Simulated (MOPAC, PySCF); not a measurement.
C9H10BNSi, SMILES `Bc1cc2ncccc2cc1[SiH3]`, neutral singlet in the gas phase. 

Cartesian coordinates (Å):
SMILES: c1nc2c(cc1)cc(c(c2)B)[SiH3]
```xyz
22

B     -2.4910     1.9249    -0.3972
C     -1.2610     1.0145    -0.1859
C      0.0106     1.6031    -0.1216
C      1.1957     0.8384     0.0673
N      2.3982     1.4869     0.1182
C      3.4857     0.7534     0.2933
C      3.4793    -0.6655     0.4316
C      2.2686    -1.3373     0.3826
C      1.0715    -0.5910     0.1958
C     -0.2236    -1.1889     0.1313
C     -1.3725    -0.4271    -0.0537
Si    -3.0495    -1.3118    -0.1271
H     -2.3478     3.1284    -0.5028
H     -3.6137     1.4569    -0.4620
H      0.1304     2.6931    -0.2176
H      4.4480     1.2965     0.3316
H      4.4271    -1.2058     0.5745
H      2.2164    -2.4328     0.4850
H     -0.2882    -2.2851     0.2337
H     -3.7348    -1.1088    -1.4501
H     -2.7764    -2.7823     0.0510
H     -3.9729    -0.8598     0.9700
```
Charge 0, multiplicity 1.

All levels are single points at this geometry (PBE-D3(BJ)/def2-SVP); Pople sets use spherical d functions. Orbital energies aren't observables, and empty levels follow the basis.

B3LYP/6-31G* in PySCF gives HOMO (eV) = -6.67.

Task: Estimate the HOMO (eV) from each of these levels: PBE-D3(BJ)/def2-TZVP in PySCF; BP86/6-31G* in PySCF; M06-2X/6-31G* in PySCF; SVWN5/6-31G* in PySCF; PM7 in MOPAC.

Result: 
```csv
level,HOMO (eV)
PBE-D3(BJ)/def2-TZVP in PySCF,-6.26
BP86/6-31G* in PySCF,-6.08
M06-2X/6-31G* in PySCF,-7.92
SVWN5/6-31G* in PySCF,-6.05
PM7 in MOPAC,-9.30
```
